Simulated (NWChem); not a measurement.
System meant: C2H8Si2; SMILES [SiH3]/C=C\[SiH3]

Input file for NWChem:

```
start job
memory heap 200 mb stack 700 mb global 900 mb
geometry units angstroms noautoz
  Si     1.808936    -0.134069     0.426165
  C      0.670399     0.095752    -1.060651
  C     -0.674421     0.154268    -1.068381
  Si    -1.814108     0.022258     0.415443
  H      1.551332    -1.431066     1.124174
  H      3.218869    -0.133494    -0.068125
  H      1.653302     0.974108     1.417874
  H      1.182304     0.191908    -2.029963
  H     -1.170236     0.294001    -2.041210
  H     -1.016787    -0.164813     1.664940
  H     -2.745093    -1.136313     0.248929
  H     -2.641559     1.261649     0.541884
end
basis spherical
  * library def2-svp
end
dft
  odft
  mult 2
  xc xpbe96 cpbe96
  iterations 150
  mulliken
end
task dft energy
```

End of the output:

```
 Summary of "ao basis" -> "" (spherical)
 ------------------------------------------------------------------------------
       Tag                 Description            Shells   Functions and Types
 ---------------- ------------------------------  ------  ---------------------
 *                          def2-svp                  on all atoms

  pbe96 is a nonlocal functional; adding pw91lda local functional.

                                 NWChem DFT Module
                                 -----------------

 Summary of "ao basis" -> "ao basis" (spherical)
 ------------------------------------------------------------------------------
       Tag                 Description            Shells   Functions and Types
 ---------------- ------------------------------  ------  ---------------------
 Si                         def2-svp                 8       18   4s3p1d
 C                          def2-svp                 6       14   3s2p1d
 H                          def2-svp                 3        5   2s1p

 Summary of "ao basis" -> "ao basis" (spherical)
 ------------------------------------------------------------------------------
       Tag                 Description            Shells   Functions and Types
 ---------------- ------------------------------  ------  ---------------------
 Si                         def2-svp                 8       18   4s3p1d
 C                          def2-svp                 6       14   3s2p1d
 H                          def2-svp                 3        5   2s1p

      Symmetry analysis of basis
      --------------------------

        a'         72
        a"         32

  number of electrons :                   48
  multiplicity        :                    2
 ------------------------------------------------------------------------
  no. of electrons and multiplicity not compatible                  48
 ------------------------------------------------------------------------
 ------------------------------------------------------------------------
  current input line :
    27: task dft energy
 ------------------------------------------------------------------------
 ------------------------------------------------------------------------
 There is an error in the input file
 ------------------------------------------------------------------------
 For more information see the NWChem manual at https://nwchemgit.github.io

0: no. of electrons and multiplicity not compatible:Received an Error in Communication
```

Task: Find the fault in this run and fix the input.

Result: The input was rejected before any calculation. Cause: the multiplicity doesn't fit the number of electrons (an even count wants an odd multiplicity, and the reverse). This input runs:
```
start job
memory heap 200 mb stack 700 mb global 900 mb
geometry units angstroms noautoz
  Si     1.808936    -0.134069     0.426165
  C      0.670399     0.095752    -1.060651
  C     -0.674421     0.154268    -1.068381
  Si    -1.814108     0.022258     0.415443
  H      1.551332    -1.431066     1.124174
  H      3.218869    -0.133494    -0.068125
  H      1.653302     0.974108     1.417874
  H      1.182304     0.191908    -2.029963
  H     -1.170236     0.294001    -2.041210
  H     -1.016787    -0.164813     1.664940
  H     -2.745093    -1.136313     0.248929
  H     -2.641559     1.261649     0.541884
end
basis spherical
  Si library def2-svp
  C library def2-svp
  H library def2-svp
end
dft
  xc xpbe96 cpbe96
  iterations 150
  mulliken
end
task dft energy
```
It converges to -659.29811 Ha (PBE/def2-SVP).
